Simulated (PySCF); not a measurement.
An element was calculated at UHF (PySCF 2.14, spin-free X2C, a double-zeta basis, no spin-orbit coupling), in the ground configurations that NIST lists.

* first ionisation energy: 4.943 eV
* second ionisation energy: 11.299 eV
* third ionisation energy: 19.578 eV

Q: Which element is it?

A: Gadolinium (Gd, Z = 64), in cc-pVDZ-X2C. NIST lists 6.150, 12.076 ± 0.02, 20.54 ± 0.03 eV for these ionisation energies.
